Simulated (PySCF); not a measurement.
## Nd(IV) with more and more NH2

Computed with PySCF 2.14.0, PBE0, def2-SVP on the ligands, density fitting, scalar-relativistic core potentials, no spin-orbit coupling, vacuum. The metal has lcecp-2-SVP with ECP48. Each complex is relaxed within the symmetry of its template. Distances are means of the shortest metal–ligand contacts, charges and spins Mulliken's; removal energies are rigid, with the ligand's formal charge and no counterpoise, so too large; for an anion taken off a cation in vacuum most of it is the attraction of opposite charges, and multiply charged cations can part far more cheaply with an electron moved from ligand to metal. lcecp potentials hold a fixed number of 4f electrons in the core, out of states, spins and gaps.

```csv
complex,point group,M–NH2 (Å),charge on M (e),removal of one NH2 (eV),unstable modes (below −25 cm⁻¹)
[Nd(NH2)2]2+,C2v,2.019,1.68,26.15,0
Nd(NH2)4,S4,2.174,1.04,10.95,not given
```

**Question.** What does the calculation give for [Nd(NH2)3]+?

**Answer.** point group: Cs, M–NH2 (Å): 2.099, charge on M (e): 1.29, removal of one NH2 (eV): 17.20, unstable modes (below −25 cm⁻¹): 1.
```xyz
10

Nd   -0.0454    0.0790   -0.8372
N     1.9386   -0.0260   -0.1609
H     2.4377    0.7469    0.2882
H     2.5277   -0.8579   -0.0719
N    -1.0005    1.7328    0.0379
H    -1.0547    1.8264    1.0575
H    -1.4700    2.5461   -0.3669
N    -0.9467   -1.6918   -0.1615
H    -1.8658   -1.7376    0.2873
H    -0.5209   -2.6180   -0.0725
```

The more ligands, the longer each bond and the weaker the last ligand is held.

Members with unstable modes aren't minima as they stand: saddle points kept by symmetry or, where the modes are soft, flat surfaces and noise. Moved off a saddle point of the template and relaxed again: [Nd(NH2)2]2+, [Nd(NH2)3]+, Nd(NH2)4. One start shape was tried for each, so a minimum needn't be the lowest isomer. Oxidation states forced by the potential, rare, strongly oxidising or of another configuration in reality: [Nd(NH2)2]2+, [Nd(NH2)3]+, Nd(NH2)4.
